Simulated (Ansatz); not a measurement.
Geometry optimisation, Ansatz, RHF/cc-pVDZ.

Input file:

```yaml
crystal:
  periodic: [false, false, false]
  atoms:
    - { symbol: Si, position_ang: [-0.168636, 0.324108, -1.139877] }
    - { symbol: O, position_ang: [0.907353, 0.024434, 1.503512] }
    - { symbol: C, position_ang: [0.146884, -0.219352, 2.656349] }
    - { symbol: H, position_ang: [-0.823217, -0.664334, 2.414117] }
    - { symbol: H, position_ang: [0.670437, -0.87703, 3.35479] }
    - { symbol: H, position_ang: [-0.026928, 0.737194, 3.145727] }
    - { symbol: H, position_ang: [0.988188, -0.794415, 0.989761] }
    - { symbol: H, position_ang: [-1.487089, 0.790716, -0.501197] }
    - { symbol: O, position_ang: [-0.324558, -1.328499, -0.818323] }
    - { symbol: H, position_ang: [-1.102033, -1.652823, -0.386459] }
basis:
  gaussian: { orbitals: cc-pVDZ }
hamiltonian:
  xc: hf
relax:
  f_tol: 0.03
  max_steps: 50
output:
  orbitals: {}
```

Run as:

```bash
$ ansatz run input.yaml --threads 1 --pin off --max-ram 2048MiB --backend cpu --events-out ev --progress --plain --runs-dir out
```

Q: Where does it end, and by what steps?

A: The run converged. The force dipped under the threshold on the way, but the program's further checks kept it going. After 27 steps the energy has fallen by 0.230 eV; H6 moved furthest, 1.22 Å.

```
step  energy less start (eV)  largest force component (eV/Å)  accepted
   0                  0.0000                           0.968       yes
   1                 -0.0251                           1.370       yes
   2                 -0.0855                           1.438       yes
   3                 -0.1281                           1.323       yes
   4                 -0.1547                           1.022       yes
   5                 -0.1790                           0.440       yes
   6                 -0.1848                           0.074       yes
   7                 -0.1855                           0.048       yes
   8                 -0.1860                           0.082       yes
   9                 -0.1866                           0.062       yes
  10                 -0.1871                           0.107       yes
  11                 -0.1858                           0.393        no
  12                 -0.1799                           0.188        no
  13                 -0.1882                           0.077       yes
  14                 -0.1907                           0.115       yes
  15                 -0.1856                           0.368        no
  16                 -0.1953                           0.083       yes
  17                 -0.2003                           0.144       yes
  18                 -0.2067                           0.253       yes
  19                 -0.2048                           0.576        no
  20                 -0.2132                           0.099       yes
  21                 -0.2178                           0.126       yes
  22                 -0.2203                           0.286       yes
  23                 -0.2254                           0.215       yes
  24                 -0.2289                           0.073       yes
  25                 -0.2299                           0.024       yes
  26                 -0.2303                           0.034       yes
  27                 -0.2305                           0.019       yes
```

```xyz
10
Properties=species:S:1:pos:R:3
Si 0.168 0.030 -0.777
O 0.860 -0.033 1.308
C 0.026 -0.396 2.397
H -0.300 -1.431 2.307
H 0.557 -0.247 3.338
H -0.836 0.265 2.366
H 1.681 -0.506 1.344
H -0.798 1.124 -0.298
O -0.860 -1.312 -0.567
H -1.717 -1.155 -0.200
```

The run took 43 s on 1 thread of Intel(R) Xeon(R) Platinum 8488C (Sapphire Rapids), on a shared host, peak memory 0.18 GiB.
